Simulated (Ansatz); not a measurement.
`BC[SiH2]BO` + `N=C(O)[SiH3]` → `B/N=C(/O)[SiH3]` + `C[SiH2]BO`  (ligand exchange at a B–C bond)

Calculated with Ansatz (gas phase, PBE0-D4/def2-TZVP geometries, no zero-point term in ΔE). CCSD(T)/CBS adds triple-zeta CCSD(T) − MP2 to the extrapolated MP2 energy (def2 sets, frozen cores). One conformer a species, not always the lowest.

| species | CCSD(T)/CBS(def2) energy (Eh) |
| --- | --- |
| `BC[SiH2]BO` | -456.73072 |
| `N=C(O)[SiH3]` | -459.99321 |
| `B/N=C(/O)[SiH3]` | -485.40570 |
| `C[SiH2]BO` | -431.35068 |

Problem. Work out ΔE.

Solution. ΔE = (-485.40570) + (-431.35068) − (-456.73072) − (-459.99321) = -0.03245 Eh = -0.88 eV.

Largest T1 diagnostic among the species: 0.015.

From PBE to PBE0 (25 % exact exchange), in def2-TZVPP and without D4, ΔE moves by +0.04 eV. In def2-TZVPP, CCSD(T) changes the Hartree–Fock value by +0.08 eV (the triples alone add +0.01 eV) and MP2 by +0.06 eV.
